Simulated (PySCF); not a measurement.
BeCl, charge +1. Atoms are numbered in the order given.

```xyz
2

Be     0.0000     0.0000    -1.3965
Cl     0.0000     0.0000     0.3286
```
Charge +1, spin multiplicity 1.

Coordinates come from a B3LYP-D3(BJ)/def2-TZVPD optimisation. The spin state was assumed, not searched.

Calculation: PBE0/pcSseg-2 (PySCF).

GIAO shieldings, no solvent; atoms alike by connectivity are averaged. δ = σ(ref) − σ: ³⁵Cl against HCl (σ = 943.3 ppm), references at their B3LYP-D3(BJ)/def2-TZVP geometries, non-relativistic (without spin–orbit terms, shifts of atoms bonded to Cl or Br come out too high).

| nucleus | atoms | count | δ (ppm) |
|---|---|---|---|
| ³⁵Cl | Cl2 | 1 | 6.0 |
